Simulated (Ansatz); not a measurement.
`[OH][W]([OH])([OH])([OH])=[S]`. The species carries charge 0 and has multiplicity 1. W: def2 effective core potential. All single points use the PBE0-D4/def2-TZVP geometry. It is one conformer, not always the lowest.

```xyz
10

O     0.041   -0.050    1.918
W    -0.061   -0.343    0.062
O    -0.333    0.380   -1.696
O    -1.937   -0.090    0.109
O     1.617    0.559   -0.200
S     0.345   -2.417   -0.126
H    -0.110    0.786    2.365
H     0.480    0.631   -2.144
H    -2.368    0.266   -0.673
H     2.326    0.278    0.387
```

Question: What is the dipole moment at PBE/def2-TZVPP? (Best estimate.)

Answer: The calculation gave: 3.05 D, with components (0.79, 2.85, 0.72) D in this frame, pointing from negative to positive charge.

Question: And with r2SCAN, B3LYP, ωB97M-V? (Estimate.)

Answer: Computed: r2SCAN 3.11 D, B3LYP 2.92 D, ωB97M-V 2.92 D.

Question: Give the Mulliken charges with PBE, ωB97M-V, r2SCAN in def2-TZVPP. (Best estimate.)

Answer: The calculation gave: 
```tsv
atom	PBE	ωB97M-V	r2SCAN
O1	-0.30	-0.34	-0.36
W2	0.76	0.92	1.00
O3	-0.37	-0.41	-0.44
O4	-0.32	-0.36	-0.39
O5	-0.38	-0.41	-0.44
S6	-0.22	-0.18	-0.25
H7	0.20	0.19	0.21
H8	0.20	0.20	0.22
H9	0.21	0.20	0.23
H10	0.21	0.20	0.22
```

B3LYP here is the variant with VWN-RPA as its local correlation; programs differ in this.
